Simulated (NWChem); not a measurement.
# C4H4N, doublet; SMILES c1[c]c[nH]c1

Computed with NWChem. Spin-unrestricted. Spin-contaminated determinants: UHF/cc-pVTZ (<S²> = 0.98), UHF/aug-cc-pVDZ (<S²> = 0.97). In the optimisation the excess spin sits in a' (Cs, its own frame). Coordinates come from a B3LYP/6-31G* (spherical d), spin-unrestricted optimisation. No stability test was run on the SCF state.

For level UHF/cc-pVTZ:

| Property | Result |
|---|---|
| lowest empty minus highest occupied level, either spin (eV) | 11.07 |

Question: Estimate the same quantities for level UHF/aug-cc-pVDZ.

Answer: 
- lowest empty minus highest occupied level, either spin (eV): 9.20
